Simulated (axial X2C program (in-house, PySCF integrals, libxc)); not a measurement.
Which molecule has these constants?

Calculated with an in-house relativistic program for diatomic molecules, spin-free (one-electron X2C) or two-component (2c: spin–orbit coupling with atomic mean-field Coulomb and Gaunt terms, which also bring small scalar terms), in Dyall basis sets with cores contracted in-house; open shells are unrestricted.

A two-component CCSD(T) calculation in a Dyall 3-zeta basis gave Re = 1.512 Å, ωe = 2145.5 cm⁻¹, De = 3.32 eV, Ω = 0.

**Question.** Which molecule is it?
A. SiH⁺
B. SnH⁺
C. PbH⁺
D. GeH⁺

**Answer.** A. The others have SnH⁺ 1.753 Å and 1822.4 cm⁻¹ (Ω = 0); PbH⁺ 1.811 Å and 1675.6 cm⁻¹ (Ω = 0); GeH⁺ 1.570 Å and 2006.3 cm⁻¹ (Ω = 0).

Frozen shells (counts by l): SiH⁺ Si 2s1p, H none, 4 electrons correlated; SnH⁺ Sn 4s3p1d, H none, 14 electrons correlated; PbH⁺ Pb 5s4p2d1f, H none, 14 electrons correlated; GeH⁺ Ge 3s2p, H none, 14 electrons correlated. Coupled cluster in natural virtuals with an MP2 remainder. Where the outer core of a metal is frozen, bonds come out longer and ionisation energies lower.

Each entry is the lowest single determinant of a limited PBE0 search at one distance. De goes to single-determinant-based atoms at the same level (for ions the charge split of lowest energy) and is withheld (n/a) where an atom does not fit its ground term or J level. Main or longest-lived isotopes.
